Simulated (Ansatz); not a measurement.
Two isomers of C8H16: A = `C[C@@H]1CCCC[C@@H]1C`, B = `C=CCCCCCC`.

Computed with Ansatz on PBE0-D4/def2-TZVP structures; ΔE is electronic, products minus reactants. CBS: MP2 limit from def2 TZ/QZ plus the TZ coupled-cluster correction, frozen cores. DFT in def2-TZVPP. B3LYP here is the variant with VWN-RPA as its local correlation; programs differ in this. One conformer a species, not always the lowest.

A:

Z-matrix (Å, degrees):
```
C
C 1 1.524
H 1 1.092 2 112.5
H 1 1.093 2 110.2 3 -119.7
H 1 1.092 2 111.6 3 120.9
C 2 1.530 1 111.7 3 66.1
C 2 1.537 1 113.7 3 -58.6
H 2 1.098 1 107.0 3 -176.5
C 6 1.523 2 112.7 1 -71.4
H 6 1.095 2 109.8 1 52.1
H 6 1.097 2 108.7 1 168.2
C 7 1.526 2 111.6 1 71.1
C 7 1.519 2 113.1 1 -55.5
H 7 1.100 2 105.9 1 -173.0
C 9 1.522 6 111.0 2 -55.9
H 9 1.094 6 109.9 2 -178.1
H 9 1.096 6 109.9 2 65.3
H 12 1.097 7 109.5 2 -66.6
H 12 1.095 7 109.3 2 177.7
H 13 1.094 7 111.4 2 -51.4
H 13 1.093 7 110.8 2 -171.5
H 13 1.093 7 111.5 2 69.1
H 15 1.098 9 109.0 6 -66.0
H 15 1.094 9 110.5 6 177.3
```

B:

Z-matrix (Å, degrees):
```
C
C 1 1.492
C 1 1.531 2 113.7
H 1 1.096 2 109.1 3 122.1
H 1 1.094 2 109.2 3 -121.9
C 2 1.326 1 124.8 3 114.3
H 2 1.089 1 116.6 3 -65.3
C 3 1.523 1 115.3 2 58.0
H 3 1.096 1 108.3 2 -179.6
H 3 1.095 1 108.5 2 -64.4
H 6 1.084 2 121.8 1 -179.6
H 6 1.086 2 121.3 1 0.7
C 8 1.520 3 114.5 1 59.6
H 8 1.096 3 109.8 1 -63.8
H 8 1.096 3 108.4 1 -178.7
C 13 1.520 8 113.1 3 175.7
H 13 1.098 8 109.4 3 53.7
H 13 1.096 8 110.1 3 -62.3
C 16 1.519 13 113.1 8 179.7
H 16 1.096 13 109.2 8 -58.0
H 16 1.096 13 109.1 8 57.4
H 19 1.094 16 111.1 13 59.7
H 19 1.094 16 111.1 13 -59.8
H 19 1.092 16 111.7 13 180.0
```

(1) Which is lower in electronic energy at CCSD(T)/CBS, and by how much? (Estimate.)

(2) Give E(B) − E(A) in kJ/mol with BLYP-D4, LDA (SPW92), MP2/def2-TZVPP, B3LYP, B2PLYP, PBE-D4, CCSD/def2-TZVPP. (An estimate is asked.)

Largest T1 diagnostic: 0.009.

Answers

(1) Ansatz gave: A, by 97.5 kJ/mol.

(2) The calculation gave: BLYP-D4 73.7, LDA (SPW92) 129.2, MP2/def2-TZVPP 111.4, B3LYP 66.3, B2PLYP 82.1, PBE-D4 96.2, CCSD/def2-TZVPP 97.0. None reverses the order clearly.

The D4 term adds +17.8 kJ/mol with B3LYP and +9.5 kJ/mol with PBE0; it sums over pairs of atoms, weighted by their polarisabilities, and B3LYP, whose exchange is more repulsive, gets the larger term. From PBE to PBE0 (25 % exact exchange), in def2-TZVPP and without D4, E(B) − E(A) moves by +13.9 kJ/mol.
